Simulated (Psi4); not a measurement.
H$_{3}$Al (SMILES [AlH3]), singlet, at a GFN2-xTB geometry (such geometries of metal compounds can be far from the true shape); BHHLYP/def2-TZVP in Psi4.

Psi4 was given this input:
```
memory 2 GB

molecule {
0 1
Al   -0.00000000   -0.00000000   -0.00000000
H     0.64279377   -0.45514932    1.33855567
H    -0.27575805    1.50677855   -0.25622634
H    -0.36703572   -1.05162922   -1.08232933
}

set {
  basis def2-tzvp
  scf_type pk
  puream true
  d_convergence 1e-8
  dft_radial_points 99
  dft_spherical_points 590
}

energy('bhhlyp')
print_variables()
```

It wrote (shortened):

```
   => Loading Basis Set <=

    Name: DEF2-TZVP
    Role: ORBITAL
    Keyword: BASIS

         ---------------------------------------------------------
                                   SCF
               by Justin Turney, Rob Parrish, Andy Simmonett
                          and Daniel G. A. Smith
                              RKS Reference
         ---------------------------------------------------------

  ==> Geometry <==

    Molecular point group: c2v
    Full point group: D1h

    Geometry (in Angstrom), charge = 0, multiplicity = 1:

       Center              X                  Y                   Z               Mass
    ------------   -----------------  -----------------  -----------------  -----------------
         AL           0.000000000000    -0.000000000000    -0.000000000326    26.981538530000
         H            0.000000000000    -1.345011900803    -0.776542981759     1.007825032230
         H            0.000000000000    -0.000000000000     1.553085972243     1.007825032230
         H           -0.000000000000     1.345011900803    -0.776542981759     1.007825032230

  Running in c2v symmetry.

  Rotational constants: A =      4.62306  B =      4.62306  C =      2.31153 [cm^-1]
  Rotational constants: A = 138595.71666  B = 138595.71606  C =  69297.85818 [MHz]
  Nuclear repulsion =   13.878480316004149

  Charge       = 0
  Multiplicity = 1
  Electrons    = 16
  Nalpha       = 8
  Nbeta        = 8

  ==> Algorithm <==

  SCF Algorithm Type is PK.
  DIIS enabled.
  MOM disabled.
  Fractional occupation disabled.
  Guess Type is SAD.
  Energy threshold   = 1.00e-06
  Density threshold  = 1.00e-08
  Integral threshold = 1.00e-12

  ==> Primary Basis <==

  Basis Set: DEF2-TZVP
    Blend: DEF2-TZVP
    Number of shells: 25
    Number of basis functions: 55
    Number of Cartesian functions: 60
    Spherical Harmonics?: true
    Max angular momentum: 3

  ==> DFT Potential <==

   => LibXC <=

    Version 7.1.2
    S. Lehtola, C. Steigemann, M. J. T. Oliveira, and M. A. L. Marques,  SoftwareX 7, 1–5 (2018) (10.1016/j.softx.2017.11.002)

   => Composite Functional: BHANDHLYP <=

    BHandHLYP Hyb-GGA Exchange-Correlation Functional

    A. D. Becke,  J. Chem. Phys. 98, 1372 (1993) (10.1063/1.464304)
    Defined through Gaussian implementation.

    Deriv               =              1
    GGA                 =           TRUE
    Meta                =          FALSE

    Exchange Hybrid     =           TRUE
    MP2 Hybrid          =          FALSE

   => Exchange Functionals <=

    0.5000         Becke 88

   => Exact (HF) Exchange <=

    0.5000               HF

   => Correlation Functionals <=

    1.0000   Lee, Yang & Parr

   => LibXC Density Thresholds  <==

    XC_HYB_GGA_XC_BHANDHLYP:  1.00E-15

   => Molecular Quadrature <=

    Radial Scheme          =       TREUTLER
    Pruning Scheme         =           NONE
    Nuclear Scheme         =       TREUTLER

    Blocking Scheme        =         OCTREE
    BS radius alpha        =              1
    Pruning alpha          =              1
    Radial Points          =             99
    Spherical Points       =            590
    Total Points           =         224320
    Total Blocks           =           1680
    Max Points             =            256
    Max Functions          =             55
    Weights Tolerance      =       1.00E-15

  ==> Integral Setup <==

  Using in-core PK algorithm.
   Calculation information:
      Number of atoms:                   4
      Number of AO shells:              25
      Number of primitives:             45
      Number of atomic orbitals:        60
      Number of basis functions:        55

      Integral cutoff                 1.00e-12
      Number of threads:                 1

  Performing in-core PK
  Using 2373140 doubles for integral storage.
  We computed 52966 shell quartets total.
  Whereas there are 52975 unique shell quartets.

  ==> DiskJK: Disk-Based J/K Matrices <==

    J tasked:                  Yes
    K tasked:                  Yes
    wK tasked:                  No
    Schwarz Cutoff:          1E-12

  Minimum eigenvalue in the overlap matrix is 1.0289339591E-02.
  Reciprocal condition number of the overlap matrix is 2.4308437739E-03.
    Using symmetric orthogonalization.

  ==> Pre-Iterations <==

  SCF Guess: Superposition of Atomic Densities via on-the-fly atomic UHF (no occupation information).

   -------------------------
    Irrep   Nso     Nmo
   -------------------------
     A1        25      25
     A2         4       4
     B1        11      11
     B2        15      15
   -------------------------
    Total      55      55
   -------------------------

  ==> Iterations <==

                        Total Energy        Delta E     RMS |[F,P]|

   @RKS iter SAD:  -243.70364558710625   -2.43704e+02   0.00000e+00
   @RKS iter   1:  -244.19133111911725   -4.87686e-01   6.08400e-03 ADIIS/DIIS
   @RKS iter   2:  -244.20232175456886   -1.09906e-02   2.34948e-03 ADIIS/DIIS
   @RKS iter   3:  -244.20302063253519   -6.98878e-04   1.92322e-04 ADIIS/DIIS
   @RKS iter   4:  -244.20303179049603   -1.11580e-05   1.65244e-05 DIIS
   @RKS iter   5:  -244.20303229950400   -5.09008e-07   1.60240e-06 DIIS
   @RKS iter   6:  -244.20303230196083   -2.45683e-09   2.65899e-07 DIIS
   @RKS iter   7:  -244.20303230200045   -3.96199e-11   1.34325e-08 DIIS
   @RKS iter   8:  -244.20303230200048   -2.84217e-14   8.65199e-10 DIIS
  Energy and wave function converged.

  ==> Post-Iterations <==

   Electrons on quadrature grid:
      Ntotal   =   16.0000001243 ; deviation = 1.243e-07

    Orbital Energies [Eh]
    ---------------------

    Doubly Occupied:

       1A1   -56.959685     2A1    -4.421344     1B1    -2.888588
       3A1    -2.882015     1B2    -2.882015     4A1    -0.489087
       2B2    -0.362290     5A1    -0.362290

    Virtual:

       2B1    -0.035751     6A1     0.080227     3B2     0.080681
       7A1     0.080681     8A1     0.147554     3B1     0.184713
       1A2     0.184713     4B2     0.203171     9A1     0.203171
       4B1     0.253795    10A1     0.308203     5B2     0.339545
      11A1     0.339545    12A1     0.428622     6B2     0.531077
      13A1     0.531077     7B2     0.728942     5B1     0.764191
       2A2     0.764191     6B1     0.766124     7B1     0.791840
       3A2     0.791840    14A1     0.854979     8B2     0.871586
      15A1     0.871586     9B2     0.989447    16A1     0.989447
      17A1     1.068680    10B2     1.796148    18A1     1.796148
       8B1     1.815268     4A2     1.941639     9B1     1.941639
      10B1     2.027045    11B2     2.071728    19A1     2.071728
      20A1     2.255204    21A1     2.309025    12B2     2.309026
      13B2     2.361877    22A1     2.717546    23A1     2.898560
      14B2     2.898560    24A1     7.452768    11B1     9.388525
      15B2     9.509284    25A1     9.509284

    Final Occupation by Irrep:
             A1    A2    B1    B2
    DOCC [     5,    0,    1,    2 ]
    NA   [     5,    0,    1,    2 ]
    NB   [     5,    0,    1,    2 ]

  @RKS Final Energy:  -244.20303230200048

   => Energetics <=

    Nuclear Repulsion Energy =             13.8784803160041488
    One-Electron Energy =                -366.3844284067802732
    Two-Electron Energy =                 118.4721222162585264
    DFT Exchange-Correlation Energy =     -10.1692064274828731
    Empirical Dispersion Energy =           0.0000000000000000
    VV10 Nonlocal Energy =                  0.0000000000000000
    Total Energy =                       -244.2030323020004801

Computation Completed

Properties will be evaluated at   0.000000,   0.000000,   0.000000 [a0]

Properties computed using the SCF density matrix

 Multipole Moments:

 ------------------------------------------------------------------------------------
     Multipole            Electronic (a.u.)      Nuclear  (a.u.)        Total (a.u.)
 ------------------------------------------------------------------------------------

 L = 1.  Multiply by 2.5417464519 to convert [e a0] to [Debye]
 Dipole X            :          0.0000000            0.0000000            0.0000000
 Dipole Y            :          0.0000000            0.0000000            0.0000000
 Dipole Z            :         -0.0000000            0.0000000           -0.0000000
 Magnitude           :                                                    0.0000000

 ------------------------------------------------------------------------------------

  Variable Map:
  ----------------------------------------------------------------------------
  "CURRENT ENERGY"              =>    -244.203032302000
  "CURRENT REFERENCE ENERGY"    =>    -244.203032302000
  "DD SOLVATION ENERGY"         =>       0.000000000000
  "DFT FUNCTIONAL TOTAL ENERGY" =>    -244.203032302000
  "DFT TOTAL ENERGY"            =>    -244.203032302000
  "DFT VV10 ENERGY"             =>       0.000000000000
  "DFT XC ENERGY"               =>     -10.169206427483
  "GRID ELECTRONS ALPHA"        =>       8.000000062148
  "GRID ELECTRONS BETA"         =>       8.000000062148
  "GRID ELECTRONS TOTAL"        =>      16.000000124296
  "NUCLEAR REPULSION ENERGY"    =>      13.878480316004
  "ONE-ELECTRON ENERGY"         =>    -366.384428406780
  "PCM POLARIZATION ENERGY"     =>       0.000000000000
  "PE ENERGY"                   =>       0.000000000000
  "SCF ITERATION ENERGY"        =>    -244.203032302000
  "SCF ITERATIONS"              =>       8.000000000000
  "SCF TOTAL ENERGY"            =>    -244.203032302000
  "TWO-ELECTRON ENERGY"         =>     118.472122216259
  "XC GRID RADIAL POINTS"       =>      99.000000000000
  "XC GRID SPHERICAL POINTS"    =>     590.000000000000
  "XC GRID TOTAL POINTS"        =>  224320.000000000000

  Array Variable Map:
  ----------------------------------------------------------------------------
  "CURRENT DIPOLE"              =>       0.000000000000 ... -0.000000035095 1 by 3
  "SCF DIPOLE"                  =>       0.000000000000 ... -0.000000035095 1 by 3
  "SCF TOTAL ENERGIES"          =>    -243.703645587106 ... -244.203032302000 1 by 9
```
